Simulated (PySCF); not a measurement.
Computed shifts of a molecule C₅H₇F, PBE/pcSseg-1 run with PySCF, GIAO, gas phase, atoms alike by connectivity averaged where their shifts nearly agree, in ppm (number of nuclei): ¹³C: 153.9 (1), 118.4 (1), 35.9 (1), 27.1 (1), 14.8 (1). ¹⁹F: -111.4 (1). ¹H: 2.93 (2), 2.22 (2), 2.00 (3). References: ¹³C against TMS (σ = 182.0 ppm); ¹⁹F against CFCl3 (σ = 133.6 ppm); ¹H against TMS (σ = 31.49 ppm), references at their B3LYP-D3(BJ)/def2-TZVP geometries, non-relativistic. Coordinates come from a PBE0-D3(BJ)/def2-SVP optimisation. Other conformers were not sampled.

Which structure fits?
A) CC1=C(F)CC1
B) C=C1CC(F)C1
C) C=C1CC[C@@H]1F
D) C[C@H]1C=C(F)C1

A, CC1=C(F)CC1
